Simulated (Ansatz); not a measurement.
System: sum formula ZnOH, net charge 1, singlet state. SMILES: [OH][Zn+]
Structure (B3LYP-D3(BJ)/def2-TZVP (Ansatz, a quantum-chemistry and plane-wave program) minimum search):
```
O
H 1 0.9735
Zn 1 1.7713 2 113.57
```
Charge +1, spin multiplicity 1.

Problem. Give the harmonic wavenumbers at B3LYP-D3(BJ)/def2-TZVP (Ansatz, finite differences of forces, unscaled).

Solution. 661, 899, 3712 cm⁻¹. Zero-point energy 7.5 kcal/mol.

Problem. From these and the geometry, give the ideal-gas thermochemistry at 298.15 K and 1 atm (rigid rotor, harmonic oscillator).

Solution. Point group Cs, rotational symmetry number 1. Rotational constants 690.2, 11.58, 11.38 GHz. S(trans) 39.14, S(rot) 18.81, S(vib) 0.50, S(elec, spin only) 0.00, S 58.4 cal/(mol K). H(298) - H(0) 2.49 kcal/mol; G - E(el) -7.4 kcal/mol.
